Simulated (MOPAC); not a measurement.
MOPAC input (PM7):

```
PM7 FORCE THERMO(298,298) PRECISE LET UHF MS=0.5 GEO-OK AUX(PRECISION=9) THREADS=1
CH2BI2

C    -2.29712004 1   -0.26952552 1    0.13994806 1
B    -0.78255167 1   -0.09180053 1    0.04766793 1
I     0.45453306 1   -1.64867722 1    0.72115578 1
I    -0.02764368 1    1.69876289 1   -0.74716188 1
H    -3.00138175 1    0.47534226 1   -0.18122811 1
H    -2.76694711 1   -1.15208261 1    0.53262318 1
```

From the output:

```
     H    6   3.605544   0.523684   0.062102   0.011220   0.487465   4.136824

          HEAT OF FORMATION =      29.631029 KCALS/MOLE

          ZERO POINT ENERGY      16.557 KCAL/MOL

           NORMAL COORDINATE ANALYSIS (Total motion = 1 Angstrom)

   Root No.       1         2         3         4         5         6         7         8

                 1 A2      1 A1      1 B2      1 B1      2 A1      2 B2      2 B1      3 B2

                  99.4     147.7     263.8     342.6     389.4     631.7     915.4     931.5

           1   -0.0000   -0.1731   -0.0000    0.0000    0.2409   -0.0000    0.0000    0.0000
           2   -0.0000   -0.0000    0.2344    0.0000    0.0000    0.0449    0.0000   -0.0829
           3    0.0000   -0.0000   -0.0000   -0.0674    0.0000    0.0000   -0.1033   -0.0000
           4   -0.0000   -0.1796    0.0000   -0.0000    0.2153   -0.0000   -0.0000   -0.0000
           5    0.0000   -0.0000   -0.0001   -0.0000    0.0000    0.2485   -0.0000    0.1153
           6    0.0000   -0.0000   -0.0000    0.3518    0.0000    0.0000    0.0414   -0.0000
           7    0.0000    0.0172   -0.0202    0.0000   -0.0224   -0.0053    0.0000   -0.0011
           8   -0.0000   -0.1540   -0.0137    0.0000   -0.0281   -0.0114    0.0000   -0.0024
           9   -0.0019    0.0000   -0.0000   -0.0096   -0.0000    0.0000   -0.0003   -0.0000
          10   -0.0000    0.0172    0.0202    0.0000   -0.0224    0.0053    0.0000    0.0011
          11    0.0000    0.1540   -0.0137    0.0000    0.0281   -0.0114    0.0000   -0.0024
          12    0.0019    0.0000    0.0000   -0.0096   -0.0000   -0.0000   -0.0003    0.0000
          13    0.0000   -0.1686   -0.1400    0.0000    0.2360    0.2989   -0.0000   -0.3557
          14    0.0000   -0.0028    0.3298    0.0000    0.0036   -0.1636   -0.0000    0.1793
          15   -0.4981   -0.0000   -0.0000   -0.2808    0.0000    0.0000    0.4274   -0.0000
          16   -0.0000   -0.1686    0.1400    0.0000    0.2360   -0.2989   -0.0000    0.3557
          17   -0.0000    0.0028    0.3298    0.0000   -0.0036   -0.1636   -0.0000    0.1793
          18    0.4981   -0.0000    0.0000   -0.2808    0.0000   -0.0000    0.4274    0.0000

   Root No.       9        10        11        12

                 3 A1      4 A1      4 B2      5 A1

                1100.2    1342.9    2681.4    2735.8

           1   -0.2599   -0.0560    0.0000   -0.0384
           2   -0.0000   -0.0000   -0.0621   -0.0000
           3   -0.0000    0.0000    0.0000    0.0000
           4    0.3526   -0.0080    0.0000   -0.0046
           5    0.0000   -0.0000   -0.0023   -0.0000
           6    0.0000    0.0000    0.0000    0.0000
           7   -0.0012   -0.0001    0.0000    0.0000
           8   -0.0022    0.0001    0.0000    0.0000
           9   -0.0000   -0.0000   -0.0000   -0.0000
          10   -0.0012   -0.0001   -0.0000    0.0000
          11    0.0022   -0.0001    0.0000   -0.0000
          12   -0.0000   -0.0000    0.0000   -0.0000
          13   -0.1912    0.3837    0.2735    0.2506
          14   -0.0066   -0.2678    0.3795    0.4076
          15   -0.0000    0.0000    0.0000    0.0000
          16   -0.1912    0.3837   -0.2735    0.2506
          17    0.0066    0.2678    0.3795   -0.4076
          18   -0.0000    0.0000   -0.0000    0.0000

           MASS-WEIGHTED COORDINATE ANALYSIS (NORMAL COORDINATES)

   Root No.       1         2         3         4         5         6         7         8

                 1 A2      1 A1      1 B2      1 B1      2 A1      2 B2      2 B1      3 B2

                  99.4     147.7     263.8     342.6     389.4     631.7     915.4     931.5

           1    0.0000   -0.2290   -0.0000    0.0000    0.6523   -0.0000    0.0000    0.0000
           2   -0.0000   -0.0000    0.7853    0.0000    0.0000    0.1582    0.0000   -0.3881
           3    0.0000   -0.0000   -0.0000   -0.1863    0.0000    0.0000   -0.4989   -0.0000
           4    0.0000   -0.2254    0.0000   -0.0000    0.5531   -0.0000   -0.0000   -0.0000
           5   -0.0000   -0.0000   -0.0003   -0.0000    0.0000    0.8313   -0.0000    0.5121
           6    0.0000   -0.0000   -0.0000    0.9217    0.0000    0.0000    0.1899   -0.0000
           7    0.0000    0.0739   -0.2201    0.0000   -0.1975   -0.0611    0.0000   -0.0164
           8    0.0000   -0.6624   -0.1493    0.0000   -0.2470   -0.1308    0.0000   -0.0367
           9   -0.0306    0.0000   -0.0000   -0.0858   -0.0000    0.0000   -0.0043   -0.0000
          10   -0.0000    0.0739    0.2202    0.0000   -0.1976    0.0611    0.0000    0.0164
          11   -0.0000    0.6624   -0.1493    0.0000    0.2470   -0.1308    0.0000   -0.0367
          12    0.0306    0.0000    0.0000   -0.0858   -0.0000   -0.0000   -0.0043    0.0000
          13    0.0000   -0.0646   -0.1359    0.0000    0.1851    0.3053   -0.0000   -0.4825
          14    0.0000   -0.0011    0.3200    0.0000    0.0028   -0.1671   -0.0000    0.2432
          15   -0.7064   -0.0000   -0.0000   -0.2247    0.0000    0.0000    0.5979   -0.0000
          16   -0.0000   -0.0646    0.1359    0.0000    0.1851   -0.3053   -0.0000    0.4825
          17   -0.0000    0.0011    0.3200    0.0000   -0.0028   -0.1671   -0.0000    0.2432
          18    0.7064   -0.0000    0.0000   -0.2247    0.0000   -0.0000    0.5979    0.0000

   Root No.       9        10        11        12

                 3 A1      4 A1      4 B2      5 A1

                1100.2    1342.9    2681.4    2735.8

           1   -0.6030   -0.2801    0.0000   -0.1920
           2   -0.0000   -0.0000   -0.3082   -0.0000
           3   -0.0000    0.0000    0.0000    0.0000
           4    0.7763   -0.0378    0.0000   -0.0220
           5    0.0000   -0.0000   -0.0106   -0.0000
           6    0.0000    0.0000    0.0000    0.0000
           7   -0.0091   -0.0010    0.0006    0.0004
           8   -0.0163    0.0011    0.0003    0.0006
           9   -0.0000   -0.0000   -0.0000   -0.0000
          10   -0.0091   -0.0010   -0.0006    0.0004
          11    0.0163   -0.0011    0.0003   -0.0006
          12   -0.0000   -0.0000    0.0000   -0.0000
          13   -0.1285    0.5562    0.3933    0.3634
          14   -0.0044   -0.3882    0.5457    0.5910
          15   -0.0000    0.0000    0.0000    0.0000
          16   -0.1285    0.5562   -0.3933    0.3634
          17    0.0044    0.3882    0.5457   -0.5910
          18   -0.0000    0.0000   -0.0000    0.0000

          DESCRIPTION OF VIBRATIONS

 VIBRATION          1    1A2         ATOM PAIR     ENERGY CONTRIBUTION    RADIAL
 FREQUENCY            99.43         C 1 -- H 5         +50.0% (395.8%)      0.0%
 TRANSITION DIPOLE   0.0000         C 1 -- H 6         +50.0% (395.8%)      0.0%
 TRAVEL (Ang.)       0.0000
 REDUCED MASS        0.5023
 EFFECTIVE MASS      1.0465
 FORCE CONSTANT      0.0029

 VIBRATION          2    1A1         ATOM PAIR     ENERGY CONTRIBUTION    RADIAL
 FREQUENCY           147.68         C 1 -- I 3         +16.3% (161.8%)      4.0%
 TRANSITION DIPOLE   0.2565         C 1 -- I 4         +16.3% (161.8%)      4.0%
 TRAVEL (Ang.)       0.0954         B 2 -- I 4         +12.0% (139.1%)     36.4%
 REDUCED MASS       50.1404         B 2 -- I 3         +12.0% (139.1%)     36.4%
 EFFECTIVE MASS    155.3427         C 1 -- B 2         +11.6% (136.6%)    100.0%
 FORCE CONSTANT      0.6443         C 1 -- H 6         +11.5% (135.9%)     29.8%
                            C 1 -- H 5         +11.5% (135.9%)     29.8%

 VIBRATION          3    1B2         ATOM PAIR     ENERGY CONTRIBUTION    RADIAL
 FREQUENCY           263.77         C 1 -- I 4         +22.6% (279.0%)     57.5%
 TRANSITION DIPOLE   0.4321         C 1 -- I 3         +22.6% (279.0%)     57.5%
 TRAVEL (Ang.)       0.2087         C 1 -- B 2         +22.3% (277.1%)      0.0%
 REDUCED MASS        5.8686         C 1 -- H 6         +16.1% (235.0%)     91.3%
 EFFECTIVE MASS     62.4249         C 1 -- H 5         +16.1% (235.0%)     91.3%
 FORCE CONSTANT      0.2406

 VIBRATION          4    1B1         ATOM PAIR     ENERGY CONTRIBUTION    RADIAL
 FREQUENCY           342.57         C 1 -- B 2         +38.4% (113.8%)      0.0%
 TRANSITION DIPOLE   0.2516         B 2 -- I 4         +28.3% ( 97.7%)      0.0%
 TRAVEL (Ang.)       0.1585         B 2 -- I 3         +28.3% ( 97.7%)      0.0%
 REDUCED MASS        7.8361         C 1 -- I 4          +1.9% ( 25.3%)      0.0%
 EFFECTIVE MASS     13.0074
 FORCE CONSTANT      0.5418

 VIBRATION          5    2A1         ATOM PAIR     ENERGY CONTRIBUTION    RADIAL
 FREQUENCY           389.45         C 1 -- I 3         +17.7% (163.0%)     88.5%
 TRANSITION DIPOLE   0.8146         C 1 -- I 4         +17.7% (163.0%)     88.5%
 TRAVEL (Ang.)       0.1739         C 1 -- H 5         +14.3% (146.8%)     29.8%
 REDUCED MASS        5.7277         C 1 -- H 6         +14.3% (146.8%)     29.8%
```
